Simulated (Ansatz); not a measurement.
Species: [Al(CH3)3(CH3OH)] (charge 0, multiplicity 1), formula C₄H₁₃AlO.

Problem. How many basis functions does frozen-core CCSD(T)/cc-pVTZ // PBE0-D3(BJ)/def2-SVP (Ansatz, an electronic-structure program) use, how many core orbitals are frozen, and how many electrons are correlated?

Solution. 366 basis functions and 10 frozen orbitals, which leaves 38 correlated electrons. Core time is of the order of hours.
